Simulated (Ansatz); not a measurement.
Molecule: fluoro(trimethyl)silane, C$_{3}$H$_{9}$FSi, net charge 0, singlet state. SMILES: C[Si](C)(C)F
Geometry from a B3LYP-D3(BJ)/def2-TZVP (Ansatz, an electronic-structure program) optimisation:
```xyz
14

C     -0.9203     1.3841    -0.8266
Si     0.0050     0.0086     0.0273
C      1.6628    -0.2998    -0.7689
C     -1.0136    -1.5509     0.1162
F      0.2838     0.4885     1.5487
H     -1.1390     1.1182    -1.8639
H     -1.8692     1.5902    -0.3271
H     -0.3362     2.3067    -0.8340
H      2.2181    -1.0743    -0.2357
H      1.5403    -0.6284    -1.8040
H      2.2715     0.6068    -0.7757
H     -1.2358    -1.9261    -0.8860
H     -1.9634    -1.3728     0.6247
H     -0.4838    -2.3373     0.6578
```
Charge 0, spin multiplicity 1.

Quantity: atomisation energy (electronic, to ground-state atoms), in eV. Valence correlation only, unless marked. Open shells are spin-unrestricted. No spin-orbit coupling. No relativistic terms. The coupled-cluster limit lacks core correlation, which all-electron functionals hold. CBS marks a two-point X^-3 extrapolation of the correlation energy; Hartree-Fock from the larger set.

| level | program | atomisation energy (eV) |
|---|---|---|
| HF/6-31G | Ansatz | 40.17 |
| PBE0/6-31G* | Ansatz | 56.01 |
| r2SCANh/def2-TZVPD | Ansatz | 56.15 |
| MP2/aug-cc-pV(D+d)Z | Ansatz | 53.49 |

**Question.** Predict the CCSD(T)/CBS(cc-pV(T+d)Z,cc-pV(Q+d)Z) result (Ansatz).

**Answer.** 56.46 eV
